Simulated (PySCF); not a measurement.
Computed shifts of a molecule CH₈FNOSi₂, B3LYP/pcSseg-1 run with PySCF, GIAO, gas phase, atoms alike by connectivity averaged where their shifts nearly agree, in ppm (number of nuclei): ¹³C: 3.2 (1). ²⁹Si: -6.3 (1), -14.9 (1). ¹⁵N: 45.7 (1). ¹⁹F: -163.2 (1). ¹H: 5.11 (1), 5.09 (1), 2.03 (1), 1.71 (1), 0.70 (3), 0.48 (1). References: ¹³C against TMS (σ = 181.3 ppm); ²⁹Si against TMS (σ = 338.7 ppm); ¹⁷O against H2O (σ = 333.8 ppm); ¹⁵N against NH3 (σ = 265.5 ppm); ¹⁹F against CFCl3 (σ = 161.7 ppm); ¹H against TMS (σ = 31.68 ppm), references at their B3LYP-D3(BJ)/def2-TZVP geometries, non-relativistic. Geometry: PBE0-D3(BJ)/def2-SVP. One conformer was computed; it need not be the lowest.

Which molecule gave these data?
A) N[Si@@H](CF)[SiH2]O
B) CO[SiH2][Si@@H](N)F
C) CO[Si@@H](N)[SiH2]F
D) C[Si@@H](O)[Si@H](N)F

D, C[Si@@H](O)[Si@H](N)F
